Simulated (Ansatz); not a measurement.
Isolated molecules relaxed with PBE0-D4/def2-TZVP in Ansatz; ΔE leaves out vibrations. CCSD(T)/CBS is the MP2 limit (def2-TZVPP, def2-QZVPP) plus CCSD(T) − MP2 in def2-TZVPP, frozen cores. This one scheme is used for every species. DFT in def2-TZVPP. B3LYP here is the variant with VWN-RPA as its local correlation; programs differ in this. Each species was taken in one conformer, which may not be the lowest.

`CNB(C)O` + `FBC[SiH3]` → `CNB(C)[SiH3]` + `OCBF`  (redistribution)

`CNB(C)O`:

Z-matrix (Å, degrees):
```
C
N 1 1.440
H 1 1.095 2 112.1
H 1 1.095 2 112.1 3 121.7
H 1 1.092 2 110.7 3 -119.1
B 2 1.411 1 128.9 3 119.4
H 2 1.006 1 114.0 3 -60.7
O 6 1.377 2 122.5 1 -0.1
C 6 1.574 2 120.7 1 179.9
H 8 0.959 6 114.4 2 0.1
H 9 1.094 6 110.5 2 122.7
H 9 1.093 6 113.7 2 1.2
H 9 1.094 6 110.4 2 -120.1
```

`FBC[SiH3]`:

```xyz
10

F     0.777   -0.151   -2.325
B     0.616    0.639   -1.269
C    -0.579    0.417   -0.318
Si   -0.083   -0.692    1.126
H     1.458    1.477   -1.096
H    -0.909    1.356    0.136
H    -1.424   -0.071   -0.815
H     1.044   -0.086    1.882
H     0.338   -2.029    0.633
H    -1.238   -0.860    2.047
```

`CNB(C)[SiH3]`:

```xyz
15

C     1.146   -0.663   -1.796
N     0.783    0.235   -0.724
B    -0.184    0.078    0.268
C    -1.110   -1.188    0.393
Si   -0.360    1.604    1.593
H     2.192   -0.977   -1.715
H     0.523   -1.554   -1.765
H     1.010   -0.189   -2.773
H     1.328    1.084   -0.723
H    -2.162   -0.889    0.325
H    -1.000   -1.637    1.386
H    -0.943   -1.976   -0.346
H    -1.734    2.188    1.603
H    -0.078    1.168    2.992
H     0.588    2.718    1.282
```

`OCBF`:

Cartesian coordinates in Å:
```
O -1.202 -0.150 -1.003
C -0.589 0.115 0.240
B 0.960 -0.004 0.303
F 1.618 -0.350 -0.797
H -0.519 -0.388 -1.635
H -1.006 -0.549 1.015
H -0.861 1.128 0.582
H 1.600 0.198 1.295
```

(1) Is it downhill or uphill in electronic energy at CCSD(T)/CBS, and by how much? (An estimate is asked.)

(2) What do these levels give: r2SCAN-D4, B3LYP-D4, B2PLYP, PBE, B3LYP, MP2/def2-TZVPP, CCSD/def2-TZVPP, CCSD(T)/def2-TZVPP, HF/def2-QZVPP, MP2/def2-QZVPP, SCS-MP2/def2-QZVPP, HF/CBS(def2)? (Best estimate.)

Largest T1 diagnostic among the species: 0.013.

Results:

(1) Computed: Uphill: ΔE = +238.8 kJ/mol.

(2) Ansatz gave: r2SCAN-D4 238.0, B3LYP-D4 232.4, B2PLYP 240.5, PBE 220.4, B3LYP 234.1, MP2/def2-TZVPP 250.7, CCSD/def2-TZVPP 240.7, CCSD(T)/def2-TZVPP 238.5, HF/def2-QZVPP 252.0, MP2/def2-QZVPP 251.0, SCS-MP2/def2-QZVPP 246.0, HF/CBS(def2) 252.1 kJ/mol.

From PBE to PBE0 (25 % exact exchange), in def2-TZVPP and without D4, ΔE moves by +9.5 kJ/mol.
